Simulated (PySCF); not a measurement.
**Cs⁺ (caesium, charge +1) across methods**

[Xe], closed-shell 1S. Computed with PySCF 2.14 in x2c-QZVPPall (16s10p8d5f2g, 139 functions), with scalar relativity by spin-free X2C-1e.

| method | E (hartree) | mean ε 4d (eV) | mean ε 5s (eV) | mean ε 5p (eV) | Σ⟨r²⟩ (bohr²) | ⟨S²⟩ |
| --- | --- | --- | --- | --- | --- | --- |
| UHF | -7783.00258 | -93.431 | -40.531 | -23.450 | 51.22 | 0.000 |
| PBE0 | -7785.68 | -83.246 | -34.359 | -20.146 | 50.83 | 0.000 |
| LDA | -7779.18 | -79.506 | -32.136 | -18.834 | 50.85 | 0.000 |
| PBE | -7785.60 | -79.424 | -31.893 | -18.673 | 50.91 | 0.000 |

(1) Estimate the same row for r2SCAN.

Spin-orbit coupling, which splits the p, d and f shells strongly at this Z, is absent.

## Answers

(1) E (hartree) = -7786.03; mean ε 4d (eV) = -80.846; mean ε 5s (eV) = -32.686; mean ε 5p (eV) = -19.098; Σ⟨r²⟩ (bohr²) = 50.82; ⟨S²⟩ = 0.000.
